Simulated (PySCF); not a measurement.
CBr₂F₂, SMILES BrC(F)(F)Br. Atoms are numbered in the order given.

```xyz
5

F      0.0000     1.0711    -1.4352
C      0.0000     0.0000    -0.6639
F      0.0000    -1.0711    -1.4352
Br    -1.5993     0.0000     0.4259
Br     1.5993     0.0000     0.4259
```

Coordinates come from a PBE0-D3(BJ)/def2-SVP optimisation.

Method: PBE/def2-TZVP in PySCF.

Symmetry labels are those of the subgroup C2v that the program uses (full group C2v).

**Question.** List the valence orbital energies around the gap with their symmetry. (The exact figures need the calculation; the answer reports its results.)

**Answer.** 
```csv
orbital,symmetry,energy (eV)
HOMO−7,A2,-11.49
HOMO−6,A1,-11.02
HOMO−5,B2,-10.87
HOMO−4,B1,-9.19
HOMO−3,A1,-8.28
HOMO−2,B2,-7.95
HOMO−1,A2,-7.53
HOMO,B1,-7.24
LUMO,A1,-2.64
LUMO+1,B1,-1.20
LUMO+2,B2,1.19
LUMO+3,A1,1.74
```
